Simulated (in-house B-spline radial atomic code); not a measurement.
# RPA and G0W0 on Hartree-Fock: Ba

Configuration [Xe] 6s2, mean-field start Hartree-Fock. Computed with an all-electron radial atomic-structure program (B-spline basis): all electrons, scalar-relativistic (spin-free one-electron X2C), finite nucleus, each spin shell either full or empty, empty states to l = 9 with an (l + 1/2)⁻⁴ tail; G0W0 by contour deformation at full frequency.

Command:
```bash
python run_gw.py task.json out
```
Settings (radii: box in bohr, nucleus in fm):
```
Z                        56
electrons                56
configuration            [Xe] 6s2
hamiltonian              x2c
method                   hf
lmax                     9
rms_radius               4.8378
spin_polarised           False
box_radius               40
intervals                72
ion_configuration        [Xe] 6s1
```

Cost of the run: 16 s on 1 thread of Arm Neoverse N1 (shared host).

Energies (hartree):

```tsv
term	value
mean-field total	-8131.67607
Hartree-Fock functional on these orbitals	-8131.67607
direct second order	-4.5315
second-order exchange	1.2401
SOSEX correction	1.1689
```

Question: What is the RPA correlation energy, and what remains with SOSEX?

Answer: RPA gives -4.0515 hartree (-1.97 eV per electron); RPA + SOSEX gives -2.8827, and the second-order doubles (MP2) -3.2914 hartree. SOSEX takes back 29 % of the RPA value.

Quasi-particle levels (eV):

| level | occupied | mean field | Σx - vxc | Σc | QP weight | G0W0 |
| --- | --- | --- | --- | --- | --- | --- |
| 6s | yes | -4.438 | 0.00 | ? | ? | ? |

G0W0 = mean field + (Σx - vxc) + Σc, with Σc (partial-wave tail included) taken at the quasi-particle energy. Only the outer levels were computed. Levels of low weight are left out.

Question: Where does G0W0 put 6s?

Answer: At -5.314 eV, with Σc = -0.88 eV and a quasi-particle weight of 0.932. The tabulated removal energy is 5.212 eV (NIST, measured); the calculation leaves out spin-orbit coupling, Breit and QED terms, and what these don't explain is the method's own error.

Question: What does it cost to remove one electron (to [Xe] 6s1) by differences of total energies, each species on its own start (correlation terms add to the Hartree-Fock functional)?

Answer: Hartree-Fock functional 4.271 eV, + RPA 5.092 eV, + RPA + SOSEX 4.901 eV, + second order 5.204 eV. Tabulated: 5.212 eV (NIST, measured); the calculation leaves out spin-orbit coupling, Breit and QED terms, and what these don't explain is the method's own error.
